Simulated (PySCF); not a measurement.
PySCF input file for SbF2Br, SMILES [F][Sb]([Br])[F], TDA-B3LYP/def2-SVPD. Geometry optimised at B3LYP-D3(BJ)/def2-SVP. The def2 effective core potentials stand for the cores of Sb; spin–orbit coupling is left out.

```python
import numpy as np
from pyscf import gto, scf, dft, tdscf

mol = gto.M(
    atom='''
    Sb   -0.75504267    0.36148220   -0.00000000
    F    -1.23350526   -0.85909605    1.42112798
    F    -1.23350525   -0.85909605   -1.42112798
    Br    1.73457916   -0.08491038    0.00000000
    ''',
    basis='def2-SVPD',
    ecp={'Sb': 'def2-svp'},
    charge=0,
    spin=0,
    symmetry=True,
    max_memory=1600,
    verbose=4,
)
mf = dft.RKS(mol, xc='b3lyp').density_fit(auxbasis='def2-universal-jkfit')
mf.grids.level = 3
mf.conv_tol = 1e-9
mf.max_cycle = 100
mf.kernel()
mf.grids = dft.Grids(mol).set(level=1).build(with_non0tab=True)  # coarser grid for the response kernel
td = tdscf.TDA(mf)
td.singlet = True
td.nstates = 10
td.conv_tol = 1e-4
td.kernel(x0=td.get_init_guess(mf, 15))
td.analyze()
tt = tdscf.TDA(mf)
tt.singlet = False
tt.nstates = 4
tt.conv_tol = 1e-4
tt.kernel(x0=tt.get_init_guess(mf, 9))
tt.analyze(verbose=3)
```

Program output:

```
PySCF version 2.14.0

[INPUT] verbose = 4
[INPUT] num. atoms = 4
[INPUT] num. electrons = 76
[INPUT] charge = 0
[INPUT] spin (= nelec alpha-beta = 2S) = 0
[INPUT] symmetry True subgroup None
[INPUT] Mole.unit = angstrom
[INPUT] Symbol           X                Y                Z      unit          X                Y                Z       unit  Magmom
[INPUT]  1 Sb    -0.755042670000   0.361482200000   0.000000000000 AA   -1.426823858660   0.683102356905   0.000000000000 Bohr   0.0
[INPUT]  2 F     -1.233505260000  -0.859096050000   1.421127980000 AA   -2.330987114610  -1.623456249196   2.685542670156 Bohr   0.0
[INPUT]  3 F     -1.233505250000  -0.859096050000  -1.421127980000 AA   -2.330987095713  -1.623456249196  -2.685542670156 Bohr   0.0
[INPUT]  4 Br     1.734579160000  -0.084910380000   0.000000000000 AA    3.277879553778  -0.160457363333   0.000000000000 Bohr   0.0

nuclear repulsion = 395.424586958565
point group symmetry = Cs
symmetry origin: [-2.90727114e-09  2.56205313e-17  0.00000000e+00]
symmetry axis x: [ 1.00000000e+00 -3.12378078e-10 -1.01981755e-09]
symmetry axis y: [-3.12378078e-10 -1.00000000e+00  3.23737559e-16]
symmetry axis z: [-1.01981755e-09  1.82667700e-17 -1.00000000e+00]
num. orbitals of irrep A' = 73
num. orbitals of irrep A" = 46
number of shells = 45
number of NR pGTOs = 216
number of NR cGTOs = 119
basis = def2-SVPD
ecp = {'Sb': 'def2-svp'}


[settings echo left out]
init E= -2987.12381563135
HOMO (A') = -0.722485461302966  LUMO (A") = -0.626964338303143  gap/eV = 2.59926
cycle= 1 E= -3008.15214094601  delta_E=  -21  |g|= 3.94  |ddm|= 12.8
HOMO (A') = 0.0365563454551182  LUMO (A') = 0.0533875351404028  gap/eV = 0.45800
cycle= 2 E= -2863.94551505189  delta_E=  144  |g|= 14.4  |ddm|= 41.6
HOMO (A') = -0.229998248301165  LUMO (A') = -0.0744530130488922  gap/eV = 4.23260
cycle= 3 E= -3012.90506143615  delta_E= -149  |g|= 1.68  |ddm|= 39.9
HOMO (A") = -0.231629871813871  LUMO (A') = -0.074067434212572  gap/eV = 4.28749
cycle= 4 E= -3013.39061644537  delta_E= -0.486  |g|= 1.61  |ddm|= 3.74
HOMO (A') = -0.299429665662654  LUMO (A') = -0.0777702905754895  gap/eV = 6.03166
cycle= 5 E= -3013.80332061721  delta_E= -0.413  |g|= 0.517  |ddm|= 1.43
HOMO (A') = -0.327910210265243  LUMO (A') = -0.102919658016256  gap/eV = 6.12230
cycle= 6 E= -3013.8463248839  delta_E= -0.043  |g|= 0.161  |ddm|= 0.635
HOMO (A') = -0.318586587826596  LUMO (A') = -0.0918325742003395  gap/eV = 6.17029
cycle= 7 E= -3013.85008280724  delta_E= -0.00376  |g|= 0.0226  |ddm|= 0.165
HOMO (A') = -0.317256025391778  LUMO (A') = -0.0925066748700673  gap/eV = 6.11574
cycle= 8 E= -3013.85023750815  delta_E= -0.000155  |g|= 0.00818  |ddm|= 0.0391
HOMO (A') = -0.317271476080764  LUMO (A') = -0.0920069793252571  gap/eV = 6.12976
cycle= 9 E= -3013.85025849378  delta_E= -2.1e-05  |g|= 0.00149  |ddm|= 0.0112
HOMO (A') = -0.317525671194997  LUMO (A') = -0.092044637232936  gap/eV = 6.13565
cycle= 10 E= -3013.85025922539  delta_E= -7.32e-07  |g|= 0.000259  |ddm|= 0.00261
HOMO (A') = -0.317481793594412  LUMO (A') = -0.092033393575961  gap/eV = 6.13476
cycle= 11 E= -3013.85025925194  delta_E= -2.66e-08  |g|= 4.85e-05  |ddm|= 0.000536
HOMO (A') = -0.317485363383856  LUMO (A') = -0.0920384124385065  gap/eV = 6.13472
cycle= 12 E= -3013.8502592527  delta_E= -7.59e-10  |g|= 1.44e-05  |ddm|= 9.68e-05
HOMO (A') = -0.317485854326633  LUMO (A') = -0.0920377285457765  gap/eV = 6.13476
Extra cycle  E= -3013.85025925272  delta_E= -1.64e-11  |g|= 1.51e-05  |ddm|= 3.52e-05
converged SCF energy = -3013.85025925272
tot grids = 25960


******** <class 'pyscf.tdscf.rks.TDA'> for <class 'pyscf.df.df_jk.DFSymAdaptedRKS'> ********
nstates = 10 singlet
deg_eia_thresh = 1.000e-03
wfnsym = None
conv_tol = 0.0001
eigh lindep = 1e-12
eigh level_shift = 0
eigh max_cycle = 100


Excitation energies (eV)
[5.18555296 5.20766635 5.2561016  5.46707248 5.91922162 6.00412182
 6.09061291 6.50207448 7.13794409 7.57819193]

** Singlet excitation energies and oscillator strengths **
Excited State   1:   A'      5.18555 eV    239.10 nm  f=0.0127
      36 -> 39       -0.21961
      37 -> 40        0.12822
      38 -> 39       -0.65461
Excited State   2:   A"      5.20767 eV    238.08 nm  f=0.0000
      37 -> 39        0.59579
      38 -> 40        0.37280
Excited State   3:   A"      5.25610 eV    235.89 nm  f=0.0066
      36 -> 40       -0.14608
      37 -> 39        0.37377
      38 -> 40       -0.57891
Excited State   4:   A'      5.46707 eV    226.78 nm  f=0.0009
      36 -> 39       -0.23995
      37 -> 40       -0.64642
      38 -> 41       -0.10750
Excited State   5:   A"      5.91922 eV    209.46 nm  f=0.0338
      35 -> 40       -0.10537
      36 -> 40        0.67604
      38 -> 40       -0.13092
Excited State   6:   A'      6.00412 eV    206.50 nm  f=0.0384
      36 -> 39        0.31896
      38 -> 41       -0.62220
Excited State   7:   A"      6.09061 eV    203.57 nm  f=0.0008
      37 -> 41        0.70123
Excited State   8:   A'      6.50207 eV    190.68 nm  f=0.0951
      36 -> 39       -0.32838
      36 -> 41        0.54679
      38 -> 39        0.10718
      38 -> 41       -0.22582
Excited State   9:   A'      7.13794 eV    173.70 nm  f=0.4995
      32 -> 39       -0.10620
      35 -> 39        0.36790
      36 -> 39        0.33005
      36 -> 41        0.36333
      37 -> 40       -0.15711
      38 -> 39       -0.17063
      38 -> 41        0.14904
Excited State  10:   A'      7.57819 eV    163.61 nm  f=0.0028
      34 -> 40        0.69423

** Transition electric dipole moments (AU) **
state          X           Y           Z        Dip. S.      Osc.
  1         0.2499     -0.1938      0.0000      0.1000      0.0127
  2        -0.0000     -0.0000      0.0079      0.0001      0.0000
  3        -0.0000      0.0000      0.2263      0.0512      0.0066
  4         0.0412     -0.0699     -0.0000      0.0066      0.0009
  5        -0.0000      0.0000      0.4827      0.2330      0.0338
  6         0.4345     -0.2688      0.0000      0.2610      0.0384
  7         0.0000      0.0000      0.0715      0.0051      0.0008
  8        -0.6842     -0.3590      0.0000      0.5970      0.0951
  9         1.6234     -0.4700      0.0000      2.8563      0.4995
 10        -0.0118     -0.1225      0.0000      0.0151      0.0028

WARN: ECP detected. Skipping calculation of transition velocity and magnetic dipole moments, which have not yet been implemented.



******** <class 'pyscf.tdscf.rks.TDA'> for <class 'pyscf.df.df_jk.DFSymAdaptedRKS'> ********
nstates = 4 triplet
deg_eia_thresh = 1.000e-03
wfnsym = None
conv_tol = 0.0001
eigh lindep = 1e-12
eigh level_shift = 0
eigh max_cycle = 100


Excitation energies (eV)
[4.54360216 4.7711964  4.83840199 4.99808815]

** Triplet excitation energies and oscillator strengths **
Excited State   1:   A'      4.54360 eV    272.88 nm  f=0.0000
Excited State   2:   A"      4.77120 eV    259.86 nm  f=0.0000
Excited State   3:   A"      4.83840 eV    256.25 nm  f=0.0000
Excited State   4:   A'      4.99809 eV    248.06 nm  f=0.0000
```

The run converged.

Cost: around 40 core-seconds (rough).
